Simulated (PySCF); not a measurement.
MgHCl, SMILES [MgH][Cl]. Geometry: r2SCAN-D4/def2-TZVPD.

The numbers are results of r2SCAN-D4/def2-TZVPD (PySCF), not measurements.

Harmonic wavenumbers (cm⁻¹): 310, 310, 477, 1670. Rotational constants (GHz): 6.481 (linear); symmetry number 1.

**Question.** Work out the zero-point energy and the ideal-gas rigid-rotor harmonic-oscillator thermochemistry at 298.15 K and 1 atm.

**Answer.** ZPE = ½ Σ hcν = ½ × 2768 cm⁻¹ = 3.96 kcal/mol. H − E(el) = 6.70 kcal/mol. Entropy in cal/(mol K): translation 38.23, rotation 15.63, vibration 3.45, total 57.31. G − E(el) = -10.39 kcal/mol. Cp = 11.61 cal/(mol K).
